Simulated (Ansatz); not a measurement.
Born–Oppenheimer molecular dynamics of CH6OSn (9 atoms, charge 0, multiplicity 1). It starts at the highest image of a converged band. Of that band: Beside the main top the profile has a ripple of under 15 meV (maxima at images 2, 4), which may be a very shallow well or noise. A structure lower than the first end lies on the path between it and the top, so the climb from that side starts below the end, which may itself be a saddle point or a shallow side well. Neighbouring images differ by up to 2.8 eV, so the band resolves the path poorly. A vibrational analysis at the climbing image gives 2 clearly imaginary modes (1076i, 87i cm⁻¹): a point of higher order, so a lower path passes nearby.

All numbers below come from RKS B3LYP/def2-SVP (Ansatz).

```json
{
 "ensemble": "NVE (velocity Verlet)",
 "time step": "0.5 fs",
 "steps asked": "200",
 "starting velocities drawn for": "300 K",
 "seed": "9393"
}
```

First frame:

```xyz
9
Properties=species:S:1:pos:R:3
Sn 0.206 -0.345 -0.552
C 0.989 -0.028 1.821
H 1.455 -0.904 2.292
H 1.649 0.848 1.837
H 0.019 0.193 2.286
H 1.740 -0.585 0.156
O -0.231 1.602 -0.825
H -0.778 1.935 -0.099
H -1.175 -1.168 0.073
```

(1) How far do the bonds stretch over the last three quarters of this one trajectory? (Pairs bonded in most of those frames.)

Answers

(1) 
```
  bond  mean (Å)  spread (Å)  shortest  longest
Sn1–C2     2.280       0.191      2.01     2.54
Sn1–H6     1.787       0.090      1.64     1.98
Sn1–O7     2.007       0.014      1.98     2.03
Sn1–H9     1.788       0.094      1.60     1.97
 C2–H3     1.104       0.014      1.08     1.14
 C2–H4     1.104       0.023      1.07     1.15
 C2–H5     1.107       0.029      1.05     1.16
 O7–H8     0.972       0.035      0.92     1.03
```

Mean temperature of the second half: 1421 K. The conserved energy stayed within 0.33 meV per atom of its start (net change 0.0056 meV per atom), so the integration is sound. The kinetic energy rose, since the run started high on the potential surface and went downhill. A run of 0.1 ps of so small a system gives no equilibrium averages. The orbitals stay closed-shell, which can raise the energy where a bond breaks towards radicals; this wasn't checked here.

Time of the run: 7.5 min on 2 threads of Arm Neoverse V1, on a shared host, peak memory 0.17 GiB.
